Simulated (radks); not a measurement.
All-electron atom: Tb48+ in [Ne] 3s2 3p5. All-electron calculation, non-relativistic Kohn-Sham, TPSS, spin-polarised, spherical densities, point nucleus; open shells are filled with parallel spins first (spin-orbit coupling, left out, can overturn this in heavy ions); meta-GGA in the generalised Kohn-Sham scheme; relativity is left out, which matters for an element this heavy. Program: a radial shooting solver on a logarithmic mesh with Libxc functionals.

Normalised radial functions P(r) = r R(r), r in bohr:

r,2p down
0.0009576,0.0055
0.001198,0.0086
0.001487,0.0130
0.001845,0.0199
0.002309,0.0306
0.002865,0.0463
0.003556,0.0698
0.004413,0.1046
0.005521,0.1579
0.006853,0.2331
0.008505,0.3404
0.01064,0.4975
0.01321,0.7060
0.01639,0.9825
0.0205,1.3494
0.02545,1.7779
0.03158,2.2585
0.0392,2.7434
0.04904,3.1664
0.06086,3.3922
0.07554,3.3416
0.0945,2.9506
0.1173,2.2991
0.1456,1.5315
0.1821,0.8199
0.226,0.3525
0.2805,0.1130
0.3482,0.0250
0.4356,0.0032
0.5406,0.0003
0.6709,0.0000

2p down: eigenvalue -10481.5 eV, 0 radial nodes, <r> = 0.0831 bohr, 90 % of the charge inside 0.134 bohr.
